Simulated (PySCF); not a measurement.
Bond energies at PBE/def2-TZVPP beside a composite method

PySCF, lowest determinants of a PBE0 search. The composite is CCSD(T) extrapolated to the basis-set limit from two correlation-consistent sets, with core-valence (CV) and scalar-relativistic (SR) terms as its label shows; it has no spin–orbit coupling and nothing beyond (T).

```tsv
species	state (unpaired electrons)	De PBE (eV)	De composite (eV)	composite	dissociates to
PS	doublet (π ↑)	4.89	4.49	CCSD(T)/CBS(TQ)+SR	P + S
ZnO	triplet (σ ↑, π ↑)	1.63	1.24	CCSD(T)/CBS(DT)	Zn + O
HgF	doublet (σ ↑)	1.73	1.36	CCSD(T)/CBS(DT)	Hg + F
SeF	doublet (π ↑)	3.90	3.44	CCSD(T)/CBS(TQ)+CV	Se + F
MgS	singlet (closed shell)	2.38	2.19	CCSD(T)/CBS(DT)+CV+SR	Mg + S
SnO	singlet (closed shell)	6.17	5.77	CCSD(T)/CBS(DT)+CV	Sn + O
InCl	singlet (closed shell)	4.69	4.61	CCSD(T)/CBS(DT)+CV	In + Cl
BeSi	triplet (π ↑↑)	1.83	1.38	CCSD(T)/CBS(TQ)+CV+SR	Be + Si
```

Task: Does PBE bind more or less than the composite, by how much on average, and where is the difference largest?

Result: PBE/def2-TZVPP binds more on average, method and basis taken together: the mean signed difference is +0.34 eV and the mean absolute one 0.34 eV; it is largest for SeF (+0.46 eV).

The molecules are drawn from runs that passed checks on state, spin purity and fit, so the hardest cases are missing and the errors look smaller than over all diatomics.

Correlated steps freeze the inner cores (5 to 10 orbitals); shallow outer-core shells are correlated. Spin–orbit coupling is left out, which matters for elements this heavy, above all for dissociation energies. Where the molecule has an RHF reference, its open-shell atoms are computed with UHF. The CCSD T1 diagnostic is raised in BeSi, HgF, MgS, SnO, a sign that a single reference may not be enough there. States were picked by a PBE0 search and need not be the measured ground states.
